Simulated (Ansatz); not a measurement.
Consider the formal exchange of groups at the Al–O bond: `[OH][AlH][CH2]F` + GeH₄ → `F[CH2][AlH][GeH3]` + H₂O.

Gas-phase electronic energies from Ansatz, PBE0-D4/def2-TZVP geometries. CCSD(T)/CBS is the MP2 limit (def2-TZVPP, def2-QZVPP) plus CCSD(T) − MP2 in def2-TZVPP, frozen cores. This one scheme is used for every species. For Ge outer-core shells are correlated without core-valence functions, which leaves a few kJ/mol of doubt a bond. Scalar relativity is left out up to krypton. Each species was taken in one conformer, which may not be the lowest.

| species | CCSD(T)/CBS(def2) energy (Eh) |
| --- | --- |
| `[OH][AlH][CH2]F` | -457.47532 |
| GeH₄ | -2078.49493 |
| `F[CH2][AlH][GeH3]` | -2459.54849 |
| H₂O | -76.37941 |

Work out ΔE.

ΔE = (-2459.54849) + (-76.37941) − (-457.47532) − (-2078.49493) = 0.04235 Eh = +26.6 kcal/mol.

Largest T1 diagnostic among the species: 0.012.

In def2-TZVPP, CCSD(T) changes the Hartree–Fock value by −3.6 kcal/mol (the triples alone add −0.4 kcal/mol) and MP2 by −2.1 kcal/mol. The D4 term adds −0.9 kcal/mol with B3LYP and −0.5 kcal/mol with PBE0; it sums over pairs of atoms, weighted by their polarisabilities, and B3LYP, whose exchange is more repulsive, gets the larger term.

B3LYP here is the variant with VWN-RPA as its local correlation; programs differ in this.
